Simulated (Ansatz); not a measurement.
Ansatz (a quantum-chemistry and plane-wave program) job for Ga(OH)2(SeH) (GaH3O2Se), SMILES [SeH][Ga]([OH])[OH], PBE-D3(BJ)/def2-SVP. 

Ansatz 0.2 input:
```yaml
crystal:
  periodic: [false, false, false]
  atoms:
    - {symbol: Ga, position_ang: [0.30102900, -0.42709045, 0.54667017]}
    - {symbol: O, position_ang: [1.79603473, -1.33208692, 0.49637574]}
    - {symbol: H, position_ang: [2.41453666, -1.39581176, -0.22757741]}
    - {symbol: O, position_ang: [-0.60754102, -0.51789180, 2.03395542]}
    - {symbol: H, position_ang: [-0.27232509, -1.04752194, 2.75667587]}
    - {symbol: Se, position_ang: [-0.56715422, 0.86080799, -1.15808454]}
    - {symbol: H, position_ang: [-1.69881644, 1.21549545, -0.34364898]}
basis:
  gaussian:
    orbitals: def2-SVP
hamiltonian:
  xc: pbe
  dispersion: d3bj
relax: {f_tol: 0.002, max_steps: 200}
```

Output:

```
WARN ansatz: RAYON_NUM_THREADS=1 ignored (pool sized by the plan → 1); use --threads N
Functional definition: PBE
integrals: 0.06 GiB planned
1161 factors; their error is unknown
mean field: 0.29 GiB planned
mean field evaluation 1: about -121820.4043 eV, gradient 8.7e1 eV
mean field evaluation 2: about -121660.6704 eV, gradient 2.4e2 eV
mean field evaluation 4: about -121831.7860 eV, gradient 2.5e1 eV
mean field evaluation 8: about -121833.1952 eV, gradient 4.6e-1 eV
mean field evaluation 16: about -121833.0644 eV, gradient 1.1e-3 eV
mean field -121833.06437285 eV, -4477.2825342850 hartree, gradient 2.5e-5 eV, S^2 0.000000; 0 other end points of the search recorded, 0 dependent functions left out
the calculation of the forces begins
reference -121833.06440843 eV, -4477.2825355926 hartree; 42, 42 occupied and 65, 65 virtual orbitals, 1161 factors
relax step   1: F+E_penalty+E_count = -121833.18806454 eV  Δ(F+E_penalty+E_count) = +0.000e0 eV  max|allowed force component| = 1.143e0 eV/Å  Δτ_max = 0.0000 Å  (28 SCF iters, accepted)
these checks for a lower state are left out or cut short: starts, cluster_reference, orbital_swaps, neighbouring_geometries, increment
integrals: 0.06 GiB planned
1161 factors; their error is unknown
mean field: 0.29 GiB planned
mean field -121833.15648540 eV, -4477.2859193590 hartree, gradient 6.1e-5 eV, S^2 0.000000; 0 other end points of the search recorded, 0 dependent functions left out
the calculation of the forces begins
reference -121833.15652094 eV, -4477.2859206651 hartree; 42, 42 occupied and 65, 65 virtual orbitals, 1161 factors
relax step   2: F+E_penalty+E_count = -121833.27927074 eV  Δ(F+E_penalty+E_count) = -9.121e-2 eV  max|allowed force component| = 6.264e-1 eV/Å  Δτ_max = 0.0297 Å  (27 SCF iters, accepted)
these checks for a lower state are left out or cut short: starts, cluster_reference, orbital_swaps, neighbouring_geometries, increment
integrals: 0.06 GiB planned
1161 factors; their error is unknown
mean field: 0.29 GiB planned
mean field -121833.20602650 eV, -4477.2877399609 hartree, gradient 7.5e-5 eV, S^2 0.000000; 0 other end points of the search recorded, 0 dependent functions left out
the calculation of the forces begins
reference -121833.20606210 eV, -4477.2877412689 hartree; 42, 42 occupied and 65, 65 virtual orbitals, 1161 factors
relax step   3: F+E_penalty+E_count = -121833.32845437 eV  Δ(F+E_penalty+E_count) = -4.918e-2 eV  max|allowed force component| = 2.717e-1 eV/Å  Δτ_max = 0.0484 Å  (26 SCF iters, accepted)
these checks for a lower state are left out or cut short: starts, cluster_reference, orbital_swaps, neighbouring_geometries, increment
integrals: 0.06 GiB planned
1161 factors; their error is unknown
mean field: 0.29 GiB planned
mean field evaluation 32: about -121833.2165 eV, gradient 8.5e-2 eV
mean field -121833.21654253 eV, -4477.2881264179 hartree, gradient 8.7e-5 eV, S^2 0.000000; 0 other end points of the search recorded, 0 dependent functions left out
the calculation of the forces begins
reference -121833.21657802 eV, -4477.2881277220 hartree; 42, 42 occupied and 65, 65 virtual orbitals, 1161 factors
relax step   4: F+E_penalty+E_count = -121833.33968189 eV  Δ(F+E_penalty+E_count) = -1.123e-2 eV  max|allowed force component| = 1.452e-1 eV/Å  Δτ_max = 0.0623 Å  (27 SCF iters, accepted)
these checks for a lower state are left out or cut short: starts, cluster_reference, orbital_swaps, neighbouring_geometries, increment
integrals: 0.06 GiB planned
1161 factors; their error is unknown
mean field: 0.29 GiB planned
mean field -121833.22374353 eV, -4477.2883910496 hartree, gradient 1.7e-5 eV, S^2 0.000000; 0 other end points of the search recorded, 0 dependent functions left out
the calculation of the forces begins
reference -121833.22377906 eV, -4477.2883923554 hartree; 42, 42 occupied and 65, 65 virtual orbitals, 1161 factors
relax step   5: F+E_penalty+E_count = -121833.34719259 eV  Δ(F+E_penalty+E_count) = -7.511e-3 eV  max|allowed force component| = 1.252e-1 eV/Å  Δτ_max = 0.0335 Å  (29 SCF iters, accepted)
these checks for a lower state are left out or cut short: starts, cluster_reference, orbital_swaps, neighbouring_geometries, increment
integrals: 0.06 GiB planned
1161 factors; their error is unknown
mean field: 0.29 GiB planned
mean field -121833.22543447 eV, -4477.2884531905 hartree, gradient 7.9e-5 eV, S^2 0.000000; 0 other end points of the search recorded, 0 dependent functions left out
the calculation of the forces begins
reference -121833.22546993 eV, -4477.2884544937 hartree; 42, 42 occupied and 65, 65 virtual orbitals, 1161 factors
relax step   6: F+E_penalty+E_count = -121833.34871018 eV  Δ(F+E_penalty+E_count) = -1.518e-3 eV  max|allowed force component| = 7.762e-2 eV/Å  Δτ_max = 0.0613 Å  (27 SCF iters, accepted)
these checks for a lower state are left out or cut short: starts, cluster_reference, orbital_swaps, neighbouring_geometries, increment
integrals: 0.06 GiB planned
1161 factors; their error is unknown
mean field: 0.29 GiB planned
mean field -121833.22597701 eV, -4477.2884731285 hartree, gradient 8.5e-5 eV, S^2 0.000000; 0 other end points of the search recorded, 0 dependent functions left out
the calculation of the forces begins
reference -121833.22601239 eV, -4477.2884744288 hartree; 42, 42 occupied and 65, 65 virtual orbitals, 1161 factors
relax step   7: F+E_penalty+E_count = -121833.34939239 eV  Δ(F+E_penalty+E_count) = -6.822e-4 eV  max|allowed force component| = 3.817e-2 eV/Å  Δτ_max = 0.0198 Å  (27 SCF iters, accepted)
these checks for a lower state are left out or cut short: starts, cluster_reference, orbital_swaps, neighbouring_geometries, increment
integrals: 0.06 GiB planned
1161 factors; their error is unknown
mean field: 0.29 GiB planned
mean field -121833.22614582 eV, -4477.2884793322 hartree, gradient 8.3e-5 eV, S^2 0.000000; 0 other end points of the search recorded, 0 dependent functions left out
the calculation of the forces begins
reference -121833.22618123 eV, -4477.2884806335 hartree; 42, 42 occupied and 65, 65 virtual orbitals, 1161 factors
relax step   8: F+E_penalty+E_count = -121833.34950852 eV  Δ(F+E_penalty+E_count) = -1.161e-4 eV  max|allowed force component| = 5.865e-3 eV/Å  Δτ_max = 0.0055 Å  (28 SCF iters, accepted)
these checks for a lower state are left out or cut short: starts, cluster_reference, orbital_swaps, neighbouring_geometries, increment
integrals: 0.06 GiB planned
1161 factors; their error is unknown
mean field: 0.29 GiB planned
mean field -121833.22615015 eV, -4477.2884794913 hartree, gradient 4.0e-5 eV, S^2 0.000000; 0 other end points of the search recorded, 0 dependent functions left out
the calculation of the forces begins
reference -121833.22618556 eV, -4477.2884807926 hartree; 42, 42 occupied and 65, 65 virtual orbitals, 1161 factors
relax step   9: F+E_penalty+E_count = -121833.34951199 eV  Δ(F+E_penalty+E_count) = -3.474e-6 eV  max|allowed force component| = 3.574e-3 eV/Å  Δτ_max = 0.0009 Å  (19 SCF iters, accepted)
these checks for a lower state are left out or cut short: starts, cluster_reference, orbital_swaps, neighbouring_geometries, increment
integrals: 0.06 GiB planned
1161 factors; their error is unknown
mean field: 0.29 GiB planned
mean field evaluation 64: about -121833.2261 eV, gradient 4.6e-5 eV
mean field -121833.22614918 eV, -4477.2884794557 hartree, gradient 4.6e-5 eV, S^2 0.000000; 0 other end points of the search recorded, 0 dependent functions left out
the calculation of the forces begins
reference -121833.22618459 eV, -4477.2884807569 hartree; 42, 42 occupied and 65, 65 virtual orbitals, 1161 factors
relax step  10: F+E_penalty+E_count = -121833.34951369 eV  Δ(F+E_penalty+E_count) = -1.698e-6 eV  max|allowed force component| = 1.873e-4 eV/Å  Δτ_max = 0.0010 Å  (19 SCF iters, accepted)
integrals: 0.06 GiB planned
1161 factors; their error is unknown
mean field: 0.29 GiB planned
mean field -121833.22614918 eV, -4477.2884794557 hartree, gradient 4.6e-5 eV, S^2 0.000000; 1 other end points of the search recorded, 0 dependent functions left out
the calculation of the forces begins
reference -121833.22618459 eV, -4477.2884807569 hartree; 42, 42 occupied and 65, 65 virtual orbitals, 1161 factors
Total energy: -121833.34954910 eV, -4477.2930143190 hartree
Atom 0 at     0.302369    -0.433938     0.562606 Å, force    -0.000012    -0.000003     0.000096 eV/Å
Atom 1 at     1.833789    -1.384817     0.560493 Å, force    -0.000048     0.000016     0.000028 eV/Å
Atom 2 at     2.321261    -1.316290    -0.280642 Å, force    -0.000026     0.000062    -0.000112 eV/Å
Atom 3 at    -0.663980    -0.502242     2.077228 Å, force     0.000187    -0.000092    -0.000018 eV/Å
Atom 4 at    -0.219823    -1.069200     2.736084 Å, force    -0.000162     0.000068     0.000012 eV/Å
Atom 5 at    -0.518986     0.854278    -1.198316 Å, force     0.000126    -0.000078    -0.000043 eV/Å
Atom 6 at    -1.688867     1.208110    -0.353086 Å, force    -0.000067     0.000028     0.000036 eV/Å
Dipole moment:     0.147157    -0.042464    -0.110888 e Å
```

The calculation finished and met its thresholds.

Cost: roughly 19 core-seconds.
